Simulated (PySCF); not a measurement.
Si(F)(OH)2(NH2) (FH₄NO₂Si), SMILES [Si](O)(O)(N)F.

The structure is a stationary point at B3LYP-D3(BJ)/def2-SVP. This is a generated structure with no PubChem entry under its InChIKey; it may be hypothetical. One conformer was computed; it need not be the lowest.

Two levels are set side by side: TDDFT-PBE/def2-SVPD (PySCF) and TDDFT-ωB97X/def2-SVPD (PySCF). Vertical, same geometry. The lowest singlet is HOMO→LUMO 100 % with PBE and HOMO→LUMO 75 %, HOMO→LUMO+2 18 % with the other functional; states are paired by order. Differences are taken from unrounded values.

| quantity | TDDFT-PBE |
|---|---|
| lowest singlet excitation (eV) | 5.85 |
| lowest triplet excitation (TDA) (eV) | 5.66 |
| first bright state (f over 0.05) (eV) | 7.49 |
| its oscillator strength | 0.05 |

Problem. These are the TDDFT-PBE values. What does TDDFT-ωB97X give? (An estimate is asked for; the answer gives what the named calculation found.)

Solution. 
| quantity | TDDFT-ωB97X | TDDFT-PBE minus TDDFT-ωB97X |
|---|---|---|
| lowest singlet excitation (eV) | 7.44 | -1.59 |
| lowest triplet excitation (TDA) (eV) | 7.17 | -1.50 |
| first bright state (f over 0.05) (eV) | 7.44 | 0.05 |
| its oscillator strength | 0.07 | -0.01 |

A lower first singlet is the usual sign of a functional without exact exchange. Differences between two approximate levels are no errors against the true value.

Rough cost on one machine, each run with all the roots and properties that it gave: TDDFT-ωB97X against TDDFT-PBE about 7 times.
